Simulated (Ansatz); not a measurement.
A nudged elastic band was laid between two geometries of Cl₂H₂OSn (6 atoms, charge 0, multiplicity 1).

Level of theory: RKS CAM-B3LYP-D4/def2-SVP in Ansatz 0.2.0.

- movable images: 7
- climbing image: yes
- spring: 5.0 eV/Å²
- optimiser: quadratic models (default)
- start path: through a guess of the saddle point
- force threshold: 0.05 eV/Å
- iteration limit: 27
- end points: relaxed

Image 0:

```xyz
6
Properties=species:S:1:pos:R:3
Sn 0.071 -0.059 0.398
H 0.039 -0.088 2.088
Cl 2.234 0.175 -0.446
O -1.008 1.451 -0.219
H -1.060 1.538 -1.180
Cl -0.784 -2.015 -0.544
```

Image 8:

```xyz
6
Properties=species:S:1:pos:R:3
Sn 0.124 -1.044 0.978
H 0.095 1.519 0.141
Cl 2.130 0.078 0.155
O -0.741 1.098 0.417
H -1.187 0.856 -0.417
Cl -0.928 -1.505 -1.176
```

(1) Which bonds break or form, and what moves?

(2) What energy profile does the band end with?

(3) What is the geometry of the highest image?

Results:

(1) Bonds broken: Sn1–H2. Bonds formed: H2–O4.

(2) The run converged. The highest image is number 2 of 0 to 8, 44.6 kcal/mol above the first end and 72.9 kcal/mol above the last; the last end lies 28.3 kcal/mol below the first. Neighbouring images differ by up to 1.6 eV, so the band resolves the path poorly. A vibrational analysis at the climbing image gives one clearly imaginary mode, 1150i cm⁻¹: a first-order saddle point. The orbitals stay closed-shell, which can raise the energy where a bond breaks towards radicals; this wasn't checked here.

```json
{"image": "0", "path coordinate (Å)": "0.00", "energy (kcal/mol)": "0.0", "Sn1–H2 (Å)": "1.69", "H2–O4 (Å)": "2.96"}
{"image": "1", "path coordinate (Å)": "0.79", "energy (kcal/mol)": "10.4", "Sn1–H2 (Å)": "1.67", "H2–O4 (Å)": "3.18"}
{"image": "2", "path coordinate (Å)": "1.57", "energy (kcal/mol)": "44.6", "Sn1–H2 (Å)": "1.76", "H2–O4 (Å)": "3.31"}
{"image": "3", "path coordinate (Å)": "2.47", "energy (kcal/mol)": "7.9", "Sn1–H2 (Å)": "2.69", "H2–O4 (Å)": "3.84"}
{"image": "4", "path coordinate (Å)": "3.37", "energy (kcal/mol)": "4.4", "Sn1–H2 (Å)": "3.54", "H2–O4 (Å)": "4.16"}
{"image": "5", "path coordinate (Å)": "4.26", "energy (kcal/mol)": "3.6", "Sn1–H2 (Å)": "3.47", "H2–O4 (Å)": "3.37"}
{"image": "6", "path coordinate (Å)": "5.16", "energy (kcal/mol)": "0.1", "Sn1–H2 (Å)": "3.01", "H2–O4 (Å)": "2.33"}
{"image": "7", "path coordinate (Å)": "6.06", "energy (kcal/mol)": "-7.9", "Sn1–H2 (Å)": "2.47", "H2–O4 (Å)": "1.27"}
{"image": "8", "path coordinate (Å)": "6.95", "energy (kcal/mol)": "-28.3", "Sn1–H2 (Å)": "2.70", "H2–O4 (Å)": "0.98"}
```

(3) 
```xyz
6
Properties=species:S:1:pos:R:3
Sn -0.344 -0.061 0.552
H 0.987 -0.019 1.704
Cl 2.232 0.149 0.340
O -1.104 1.491 -0.375
H -1.347 1.311 -1.294
Cl -0.931 -1.870 -0.830
```

The run took 9.2 min on 2 threads of Intel(R) Xeon(R) Platinum 8259CL CPU @ 2.50GHz (Skylake/Cascade Lake) (shared host), peak memory 0.26 GiB.
